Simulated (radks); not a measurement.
Valence configurations of I+ (all share [Kr]). All-electron calculation, scalar-relativistic Kohn-Sham, LDA (Slater exchange, Perdew-Wang correlation), spin-polarised, spherical densities, point nucleus; open shells are filled with parallel spins first (spin-orbit coupling, left out, can overturn this in heavy ions). Program: a radial shooting solver on a logarithmic mesh with Libxc functionals. Energies are relative to 4d10 5s2 5p4; eigenvalues in eV for spin up.

valence,E (eV),moment (Bohr magnetons),e(4d),e(5p),e(5s)
4d10 5s2 5p4,0.000,2,-59.947,-16.053,-27.035
4d10 5s1.5 5p4.5,5.504,2,-60.646,-16.358,-27.458
4d10 5s1 5p5,11.033,2,-61.339,-16.661,-27.876
4d10 5p6,22.914,0,-62.479,-16.676,-
4d9.5 5s0.5 5p6,40.516,1,-65.474,-17.269,-28.923
4d9 5s2 5p5,47.166,2,-67.175,-17.281,-29.041
4d9 5s1 5p6,58.869,2,-68.491,-17.853,-29.824
4d8 5s2 5p6,99.050,2,-74.394,-18.464,-30.961

NIST lists [Kr] 4d10 5s2 5p4 as the ground configuration; this level of theory agrees among the configurations tried. The energies are those of spherical high-spin densities, not of single terms.
